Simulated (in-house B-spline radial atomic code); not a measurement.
A fraction x of an electron is removed from 4p in Rb2+, starting from [Ar] 3d10 4s2 4p5 and keeping the highest spin. Method: scalar-relativistic (X2C) AM05, spin-polarised, spherical fractional occupations, Fermi nucleus of rms radius 4.2036 fm. Calculated with a B-spline radial code for spherical atoms.

| x | E(x) - E(0) (eV) | 4p down level (eV) |
| --- | --- | --- |
| 0 | 0.0000 | -33.212 |
| 0.04 | 1.3380 | -33.691 |
| 0.16 | 5.4676 | -35.136 |
| 0.32 | 11.2444 | -37.076 |
| 0.49 | 17.7237 | -39.154 |
| 0.5 | 18.1159 | -39.277 |
| 0.52 | 18.9039 | -39.522 |
| 0.72 | 27.0546 | -41.988 |
| 0.76 | 28.7440 | -42.483 |
| 0.93 | 36.1456 | -44.596 |
| 1 | 39.2978 | -45.469 |

The exact functional would give a straight line between the two integer points. Deviations E(x) - E(0) - x[E(1) - E(0)], in eV: -0.234 at x = 0.04, -0.82 at x = 0.16, -1.331 at x = 0.32, -1.532 at x = 0.49, -1.533 at x = 0.5, -1.531 at x = 0.52, -1.24 at x = 0.72, -1.122 at x = 0.76, -0.401 at x = 0.93.

The curve lies below the straight line by up to 1.533 eV (at x = 0.5): convex, the delocalisation error that favours fractional charges.

(1) How well does Slater's transition state (minus the level at half occupation) give the ionisation energy?

Answers

(1) It gives 39.277 eV against 39.298 eV from the two total energies; NIST lists 39.25 eV, ground level to ground level.
